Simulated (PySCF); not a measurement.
Electron correlation in As(3+) (arsenic, charge +3)

[Ar] 3d10 4s2, closed-shell 1S. Computed with PySCF 2.14 in ANO-RCC-VTZP, with the spin-free X2C one-electron Hamiltonian (Gaussian nucleus). Frozen: [Ne]; 20 electrons correlated.

```csv
level,correlation energy (mhartree)
CCSD,-108.00
(T),-3.14
CCSD(T),-111.14
```

Diagnostics: T1 = 0.0041, D1 = 0.0078, largest double amplitude 0.096.

Cost of the coupled-cluster step: of the order of 1.1 core-seconds, for 20 correlated electrons.

Iterations:

```
CC2 = 0
CCSD nocc = 10, nmo = 38
frozen orbitals [0, 1, 2, 3, 4]
max_cycle = 100
direct = 0
conv_tol = 1e-08
conv_tol_normt = 1e-06
diis_space = 8
diis_start_cycle = 0
Init t2, MP2 energy = -2257.10043763156  E_corr(MP2) -0.0991011304855679
Init E_corr(CCSD) = -0.099101130488353
cycle = 1  E_corr(CCSD) = -0.10202271678544  dE = -0.0029215863  norm(t1,t2) = 0.0406479
cycle = 2  E_corr(CCSD) = -0.106768753325296  dE = -0.00474603654  norm(t1,t2) = 0.0142004
cycle = 3  E_corr(CCSD) = -0.10760930822443  dE = -0.000840554899  norm(t1,t2) = 0.0055754
cycle = 4  E_corr(CCSD) = -0.108012144018575  dE = -0.000402835794  norm(t1,t2) = 0.000835933
cycle = 5  E_corr(CCSD) = -0.107999114430221  dE = 1.30295884e-05  norm(t1,t2) = 7.9188e-05
cycle = 6  E_corr(CCSD) = -0.107998300737639  dE = 8.13692582e-07  norm(t1,t2) = 7.40514e-06
cycle = 7  E_corr(CCSD) = -0.107998251209327  dE = 4.95283118e-08  norm(t1,t2) = 1.43727e-06
cycle = 8  E_corr(CCSD) = -0.107998214779095  dE = 3.6430232e-08  norm(t1,t2) = 1.72276e-07
cycle = 9  E_corr(CCSD) = -0.107998215741714  dE = -9.62619054e-10  norm(t1,t2) = 1.94422e-08
CCSD converged
E(CCSD) = -2257.109334716813  E_corr = -0.1079982157417143
CCSD(T) correction = -0.00314191335124663
```
